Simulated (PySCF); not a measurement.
PySCF input (CCSD(T)/cc-pVDZ):

```python
from pyscf import gto, scf, mp, cc as ccmod

mol = gto.M(
    atom='''
    P    -1.02027206   -0.47127800   -0.05348212
    P     1.02027508    0.47110689    0.05491295
    H    -1.51764144    0.25666815    1.06041507
    H    -1.51478581    0.48948324   -0.97567300
    H     1.52191029   -0.49872576    0.96366793
    H     1.51047169   -0.24485897   -1.06987245
    ''',
    basis='cc-pvdz',
    charge=0,
    spin=0,
    verbose=4,
)

mf = scf.RHF(mol)
mf.conv_tol = 1e-10
mf.max_cycle = 100
mf.kernel()
mp2 = mp.MP2(mf, frozen=10).run()
cc = ccmod.CCSD(mf, frozen=10)
cc.max_cycle = 100
cc.kernel()
et = cc.ccsd_t()
print(f'E(CCSD(T)) = {cc.e_tot + et:.9f}')
```

End of the output:

```
Extra cycle  E= -683.793451653269  delta_E= -1.36e-12  |g|= 3.88e-07  |ddm|= 2.45e-06
converged SCF energy = -683.793451653269

******** <class 'pyscf.mp.mp2.RMP2'> ********
nocc = 7, nmo = 46
frozen orbitals 10
E(RMP2) = -684.044687226361  E_corr = -0.251235573092411
E(SCS-RMP2) = -684.052440384718  E_corr = -0.258988731449431
E_corr(same-spin) = -0.0490314879939942
E_corr(oppo-spin) = -0.202204085098417

******** <class 'pyscf.cc.ccsd.CCSD'> ********
CC2 = 0
CCSD nocc = 7, nmo = 46
frozen orbitals 10
max_cycle = 100
direct = 0
conv_tol = 1e-07
conv_tol_normt = 1e-05
diis_space = 6
diis_start_cycle = 0
diis_start_energy_diff = 1e+09
Init t2, MP2 energy = -684.044687226307  E_corr(MP2) -0.251235573037856
Init E_corr(CCSD) = -0.251235573037959
cycle = 1  E_corr(CCSD) = -0.283724348597716  dE = -0.0324887756  norm(t1,t2) = 0.0530062
cycle = 2  E_corr(CCSD) = -0.292332058585871  dE = -0.00860770999  norm(t1,t2) = 0.0190047
cycle = 3  E_corr(CCSD) = -0.296375593307563  dE = -0.00404353472  norm(t1,t2) = 0.00833597
cycle = 4  E_corr(CCSD) = -0.296500702433994  dE = -0.000125109126  norm(t1,t2) = 0.0018186
cycle = 5  E_corr(CCSD) = -0.296378334879899  dE = 0.000122367554  norm(t1,t2) = 0.000773799
cycle = 6  E_corr(CCSD) = -0.296386574447486  dE = -8.23956759e-06  norm(t1,t2) = 0.000224181
cycle = 7  E_corr(CCSD) = -0.296388941479988  dE = -2.3670325e-06  norm(t1,t2) = 5.97378e-05
cycle = 8  E_corr(CCSD) = -0.29638796933408  dE = 9.72145907e-07  norm(t1,t2) = 2.06938e-05
cycle = 9  E_corr(CCSD) = -0.296387695404329  dE = 2.73929752e-07  norm(t1,t2) = 6.79586e-06
cycle = 10  E_corr(CCSD) = -0.296387567262122  dE = 1.28142207e-07  norm(t1,t2) = 1.7208e-06
cycle = 11  E_corr(CCSD) = -0.296387496550037  dE = 7.07120846e-08  norm(t1,t2) = 5.62356e-07
CCSD converged
E(CCSD) = -684.0898391498187  E_corr = -0.296387496550037
CCSD(T) correction = -0.00866306013045488
E(CCSD(T)) = -684.098502210
```
